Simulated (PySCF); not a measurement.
## Structure from NMR data

The spectra below were simulated for a compound C6H12OSi2.

1H NMR (300 MHz, computed): δ 6.79 (q, 1H), 4.28 (s, 3H), 4.24 (d, 3H), 3.19 (m, 2H), 3.12 (m, 1H), 2.96 (m, 2H).

13C{1H} NMR (computed): δ 209.0, 171.4, 141.5, 53.2, 36.7.

Gas phase, no relativistic terms, averaged over atoms made equivalent by symmetry, fast rotation or ring inversion, one conformer. Shielding tensors at PBE0/pcSseg-1 (GIAO); geometry: GFN2-xTB; PySCF 2.14.

δ = σ(ref) − σ, references computed at the same level: TMS for 1H, 13C.

Problem. Which of these isomers gave the spectra?
A. C=C1CC[C@@H]2[SiH2]O[SiH2][C@H]12
B. [SiH3]OC1=C[SiH2][C@H]2C[C@@H]1C2
C. O=C1CC(/C([SiH3])=C/[SiH3])C1
D. CCC1=C[SiH2][SiH2]C=CO1

Solution. C. 

Rings plus π bonds: 3 (1 ring in the answer). 5 carbon signals for 6 carbons: some carbons are equivalent by symmetry or fast rotation. Carbon types of the structure: 2 × C, 2 × CH, 2 × CH2, leaving 6 H on heteroatoms. δC 209.0: ketone carbonyl carbon; the double bond to the heteroatom, with no lone-pair donor beside it, deshields it most. δC 171.4: fully substituted alkene carbon. δC 141.5: alkene CH; the olefinic region. δC 36.7: allylic sp3 CH; saturated and bonded to C and H only. δH 3.12: hydrogen on an allylic sp3 CH; allylic position.

The others: [SiH3]OC1=C[SiH2][C@H]2C[C@@H]1C2 would give 7 signals for carbon-bound and other non-exchanging H, not 6; C=C1CC[C@@H]2[SiH2]O[SiH2][C@H]12 would give 6 carbon signals, not 5; CCC1=C[SiH2][SiH2]C=CO1 would give 6 carbon signals, not 5.

Shifts are as computed. Against solution values, carbons near 30 ppm lie about +3 ppm off and those near 130 ppm about +5 ppm. Of 1309 compounds with measured shifts, 239 miss one by over three times the rms of a fit or turn the order of signals round; such compounds aren't used in these exercises. Multiplicities follow the n + 1 count of equivalent neighbours, as no J values were calculated; m marks all less simple cases, F and P coupling included.
